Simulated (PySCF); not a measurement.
Species: (H3Sn)2CH2, CH8Sn2.
Bonds: Sn1–C5, C5–Sn6. Hydrogens: H2, H3, H4 on Sn1; H10, H11 on C5; H7, H8, H9 on Sn6.

The calculation used PBE0-D3(BJ)/def2-SVP geometry optimisation, gas phase, def2 core potentials past Kr (PySCF).

**Question.** List the bond lengths and angles at this level.

**Answer.** 
```tsv
bond	length (pm)
Sn1–H2 and 5 like bonds	171.6
Sn1–C5, C5–Sn6	215.4
C5–H10, C5–H11	110.1
```

Bonds in one row agree within 1 pm and their mean is given. A selection of angles:
```tsv
angle	degrees
H2–Sn1–H3	109.2
H2–Sn1–C5	110.4
Sn1–C5–Sn6	114.6
Sn1–C5–H10	108.5
Sn6–C5–H11	108.3
H10–C5–H11	107.7
```

Sn1 (tin bonded to C and 3 H) is tetrahedral (angles from 109.0° to 110.4°).

Point group: near C2, missed by 0.12 Å at most; the miss may be what the optimiser left on a soft mode. Whether it is a minimum is left open (no frequencies).

Hardware: an AMD EPYC 7B13 with one thread, shared host with 64 logical CPUs at a one-minute load of 9.0. Cost: 33 s wall, 0.43 GiB resident at most. These figures are those of the optimisation.
